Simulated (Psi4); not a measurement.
Psi4 input (wB97X-D/6-31G*):

```
memory 1500 MB

molecule {
0 2
O    -1.40624800   -0.90498400    0.18951500
B    -0.50228900    0.10911800    0.10194900
O    -0.95321800    1.39468400    0.25858300
Si    1.40401100   -0.35401200   -0.33604200
H    -2.30303900   -0.59219100    0.36881800
H    -0.27625400    2.07435600    0.20327700
H     1.90568000   -1.68879000    0.06221600
H     2.40462800    0.69960600   -0.02425400
symmetry c1
no_reorient
no_com
}

set {
  basis 6-31G*
  reference uks
  scf_type pk
  dft_radial_points 99
  dft_spherical_points 590
  e_convergence 1e-8
  d_convergence 1e-7
  maxiter 150
}

e = energy('wb97x-d')
print_out(f'\nFINAL {e:.10f} DIPOLE {variable("CURRENT DIPOLE")[0]:.6f} {variable("CURRENT DIPOLE")[1]:.6f} {variable("CURRENT DIPOLE")[2]:.6f}\n')
```

Output:

```
   => Loading Basis Set <=

    Name: 6-31G*
    Role: ORBITAL
    Keyword: BASIS
    atoms 1, 3 entry O          line   145 file 6-31gs.gbs
    atoms 2    entry B          line    94 file 6-31gs.gbs
    atoms 4    entry SI         line   268 file 6-31gs.gbs
    atoms 5-8  entry H          line    44 file 6-31gs.gbs

   => WB97X-D: Empirical Dispersion <=

    Chai and Head-Gordon Dispersion Correction
    Chai, J.-D.; Head-Gordon, M. (2010), J. Chem. Phys., 132: 6615-6620

        s6 =       1.000000

         ---------------------------------------------------------
                                   SCF
               by Justin Turney, Rob Parrish, Andy Simmonett
                          and Daniel G. A. Smith
                              UKS Reference
         ---------------------------------------------------------

  ==> Geometry <==

    Molecular point group: c1
    Full point group: C1

    Geometry (in Angstrom), charge = 0, multiplicity = 2:

       Center              X                  Y                   Z               Mass
    ------------   -----------------  -----------------  -----------------  -----------------
         O           -1.406248000000    -0.904984000000     0.189515000000    15.994914619570
         B           -0.502289000000     0.109118000000     0.101949000000    11.009305360000
         O           -0.953218000000     1.394684000000     0.258583000000    15.994914619570
         SI           1.404011000000    -0.354012000000    -0.336042000000    27.976926534650
         H           -2.303039000000    -0.592191000000     0.368818000000     1.007825032230
         H           -0.276254000000     2.074356000000     0.203277000000     1.007825032230
         H            1.905680000000    -1.688790000000     0.062216000000     1.007825032230
         H            2.404628000000     0.699606000000    -0.024254000000     1.007825032230

  Running in c1 symmetry.

  Rotational constants: A =      0.32105  B =      0.13172  C =      0.09390 [cm^-1]
  Rotational constants: A =   9624.83068  B =   3948.74268  C =   2815.08996 [MHz]
  Nuclear repulsion =  140.160120350434511

  Charge       = 0
  Multiplicity = 2
  Electrons    = 39
  Nalpha       = 20
  Nbeta        = 19

  ==> Algorithm <==

  SCF Algorithm Type is PK.
  DIIS enabled.
  MOM disabled.
  Fractional occupation disabled.
  Guess Type is SAD.
  Energy threshold   = 1.00e-08
  Density threshold  = 1.00e-07
  Integral threshold = 1.00e-12

  ==> Primary Basis <==

  Basis Set: 6-31G*
    Blend: 6-31G*
    Number of shells: 34
    Number of basis functions: 72
    Number of Cartesian functions: 72
    Spherical Harmonics?: false
    Max angular momentum: 2

  ==> DFT Potential <==

   => LibXC <=

    Version 7.1.2
    S. Lehtola, C. Steigemann, M. J. T. Oliveira, and M. A. L. Marques,  SoftwareX 7, 1–5 (2018) (10.1016/j.softx.2017.11.002)

   => Composite Functional: WB97X-D <=

    wB97X-D Hyb-GGA Exchange-Correlation Functional

    J.-D. Chai and M. Head-Gordon,  Phys. Chem. Chem. Phys. 10, 6615–6620 (2008) (10.1039/B810189B)

    Deriv               =              1
    GGA                 =           TRUE
    Meta                =          FALSE

    Exchange Hybrid     =           TRUE
    MP2 Hybrid          =          FALSE

   => Exchange-Correlation Functionals <=

    1.0000   wB97X-D range-separated functional

   => Exact (HF) Exchange <=

    0.7780            HF,LR [omega = 0.2000]
    0.2220               HF

   => LibXC Density Thresholds  <==

    XC_HYB_GGA_XC_WB97X_D:  1.00E-14

   => Molecular Quadrature <=

    Radial Scheme          =       TREUTLER
    Pruning Scheme         =           NONE
    Nuclear Scheme         =       TREUTLER

    Blocking Scheme        =         OCTREE
    BS radius alpha        =              1
    Pruning alpha          =              1
    Radial Points          =             99
    Spherical Points       =            590
    Total Points           =         444446
    Total Blocks           =           3181
    Max Points             =            256
    Max Functions          =             71
    Weights Tolerance      =       1.00E-15

  ==> Integral Setup <==

  Using in-core PK algorithm.
   Calculation information:
      Number of atoms:                   8
      Number of AO shells:              34
      Number of primitives:             88
      Number of atomic orbitals:        72
      Number of basis functions:        72

      Integral cutoff                 1.00e-12
      Number of threads:                 1

  Performing in-core PK
  Using 10363518 doubles for integral storage.
  We computed 163110 shell quartets total.
  Whereas there are 177310 unique shell quartets.

  Computing range-separated integrals for PK
  We computed 163110 wK shell quartets total.
  Whereas there are 177310 wK unique shell quartets.

  ==> DiskJK: Disk-Based J/K Matrices <==

    J tasked:                  Yes
    K tasked:                  Yes
    wK tasked:                 Yes
    Omega:               2.000E-01
    Schwarz Cutoff:          1E-12


  Cached 100.0% of DFT collocation blocks in 0.741 [GiB].

  Minimum eigenvalue in the overlap matrix is 8.5579249335E-03.
  Reciprocal condition number of the overlap matrix is 1.3245873541E-03.
    Using symmetric orthogonalization.

  ==> Pre-Iterations <==

  SCF Guess: Superposition of Atomic Densities via on-the-fly atomic UHF (no occupation information).

   -------------------------
    Irrep   Nso     Nmo
   -------------------------
     A         72      72
   -------------------------
    Total      72      72
   -------------------------

  ==> Iterations <==

                        Total Energy        Delta E     RMS |[F,P]|

   @UKS iter SAD:  -466.26232720639763   -4.66262e+02   0.00000e+00
   @UKS iter   1:  -466.96339979539084   -7.01073e-01   9.72652e-03 ADIIS/DIIS
   @UKS iter   2:  -466.96300322673352    3.96569e-04   1.03279e-02 ADIIS/DIIS
   @UKS iter   3:  -467.15463083158306   -1.91628e-01   5.88129e-04 ADIIS/DIIS
   @UKS iter   4:  -467.15586011708621   -1.22929e-03   1.92600e-04 ADIIS/DIIS
   @UKS iter   5:  -467.15610209728163   -2.41980e-04   5.74278e-05 DIIS
   @UKS iter   6:  -467.15614088875486   -3.87915e-05   2.39049e-05 DIIS
   @UKS iter   7:  -467.15614798019919   -7.09144e-06   1.63333e-05 DIIS
   @UKS iter   8:  -467.15614908595370   -1.10575e-06   3.80070e-06 DIIS
   @UKS iter   9:  -467.15614924981196   -1.63858e-07   1.16162e-06 DIIS
   @UKS iter  10:  -467.15614927505925   -2.52473e-08   3.89696e-07 DIIS
   @UKS iter  11:  -467.15614927838453   -3.32528e-09   1.25185e-07 DIIS
   @UKS iter  12:  -467.15614927870598   -3.21450e-10   3.75269e-08 DIIS
  Energy and wave function converged.

  ==> Post-Iterations <==

   Electrons on quadrature grid:
      Nalpha   =   19.9999996532 ; deviation = -3.468e-07
      Nbeta    =   18.9999998813 ; deviation = -1.187e-07
      Ntotal   =   38.9999995345 ; deviation = -4.655e-07

   @Spin Contamination Metric:   3.143814834E-03
   @S^2 Expected:                7.500000000E-01
   @S^2 Observed:                7.531438148E-01
   @S   Expected:                5.000000000E-01
   @S   Observed:                5.000000000E-01

    Orbital Energies [Eh]
    ---------------------

    Alpha Occupied:

       1A    -66.264740     2A    -19.294636     3A    -19.286881
       4A     -6.904551     5A     -5.385364     6A     -3.733813
       7A     -3.728445     8A     -3.727093     9A     -1.145289
      10A     -1.111526    11A     -0.672957    12A     -0.645512
      13A     -0.608300    14A     -0.506156    15A     -0.481362
      16A     -0.460077    17A     -0.430629    18A     -0.410567
      19A     -0.383452    20A     -0.276066

    Alpha Virtual:

      21A      0.101338    22A      0.116740    23A      0.139109
      24A      0.159145    25A      0.194658    26A      0.217220
      27A      0.255332    28A      0.286001    29A      0.320634
      30A      0.328753    31A      0.394587    32A      0.450006
      33A      0.533958    34A      0.629946    35A      0.662417
      36A      0.694249    37A      0.741113    38A      0.742482
      39A      0.767766    40A      0.813115    41A      0.852233
      42A      0.888096    43A      0.921011    44A      1.000664
      45A      1.054986    46A      1.069316    47A      1.105925
      48A      1.145175    49A      1.235007    50A      1.267583
      51A      1.318863    52A      1.325686    53A      1.373594
      54A      1.518980    55A      1.604248    56A      1.690515
      57A      1.715856    58A      1.825411    59A      1.848390
      60A      1.857210    61A      2.186530    62A      2.287555
      63A      2.401582    64A      2.426057    65A      2.539900
      66A      2.715930    67A      2.882460    68A      2.927853
      69A      3.041820    70A      3.615691    71A      3.911357
      72A      4.010424

    Beta Occupied:

       1A    -66.261698     2A    -19.294203     3A    -19.286403
       4A     -6.904435     5A     -5.382258     6A     -3.726430
       7A     -3.725100     8A     -3.724391     9A     -1.144205
      10A     -1.110362    11A     -0.669232    12A     -0.641049
      13A     -0.590623    14A     -0.503242    15A     -0.477328
      16A     -0.459337    17A     -0.425867    18A     -0.406930
      19A     -0.375961

    Beta Virtual:

      20A     -0.036616    21A      0.114341    22A      0.124752
      23A      0.143563    24A      0.165222    25A      0.203867
      26A      0.221852    27A      0.256937    28A      0.287684
      29A      0.323882    30A      0.358177    31A      0.408235
      32A      0.456532    33A      0.536979    34A      0.631694
      35A      0.665247    36A      0.722676    37A      0.759787
      38A      0.765722    39A      0.784668    40A      0.827464
      41A      0.860610    42A      0.888722    43A      0.926556
      44A      1.002251    45A      1.056229    46A      1.069938
      47A      1.107847    48A      1.148507    49A      1.237211
      50A      1.270234    51A      1.320739    52A      1.327404
      53A      1.378375    54A      1.519589    55A      1.604164
      56A      1.691840    57A      1.718062    58A      1.826320
      59A      1.849276    60A      1.858589    61A      2.187685
      62A      2.288732    63A      2.402572    64A      2.428106
      65A      2.541029    66A      2.716914    67A      2.882905
      68A      2.928467    69A      3.057707    70A      3.617585
      71A      3.912104    72A      4.010771

    Final Occupation by Irrep:
              A
    DOCC [    19 ]
    SOCC [     1 ]
    NA   [    20 ]
    NB   [    19 ]

  @UKS Final Energy:  -467.15614927870598

   => Energetics <=

    Nuclear Repulsion Energy =            140.1601203504345108
    One-Electron Energy =                -922.9020381684979384
    Two-Electron Energy =                 346.5481105203807033
    DFT Exchange-Correlation Energy =     -30.9604278095887544
    Empirical Dispersion Energy =          -0.0019141714344485
    VV10 Nonlocal Energy =                  0.0000000000000000
    Total Energy =                       -467.1561492787059819

  UHF NO Occupations:
  HONO-2 :   18  A 1.9998110
  HONO-1 :   19  A 1.9988129
  HONO-0 :   20  A 1.0000000
  LUNO+0 :   21  A 0.0011871
  LUNO+1 :   22  A 0.0001890
  LUNO+2 :   23  A 0.0001670
  LUNO+3 :   24  A 0.0000233

Computation Completed

Properties will be evaluated at   0.000000,   0.000000,   0.000000 [a0]

Properties computed using the SCF density matrix

 Multipole Moments:

 ------------------------------------------------------------------------------------
     Multipole            Electronic (a.u.)      Nuclear  (a.u.)        Total (a.u.)
 ------------------------------------------------------------------------------------

 L = 1.  Multiply by 2.5417464519 to convert [e a0] to [Debye]
 Dipole X            :         -0.2080454           -0.0000076           -0.2080530
 Dipole Y            :          0.6394760            0.0000057            0.6394817
 Dipole Z            :          0.1235455           -0.0000038            0.1235417
 Magnitude           :                                                    0.6837290

 ------------------------------------------------------------------------------------

FINAL -467.1561492787 DIPOLE -0.208053 0.639482 0.123542

*** Psi4 exiting successfully. Buy a developer a beer!
```

The geometry given is a B3LYP-D3(BJ)/def2-TZVP minimum.
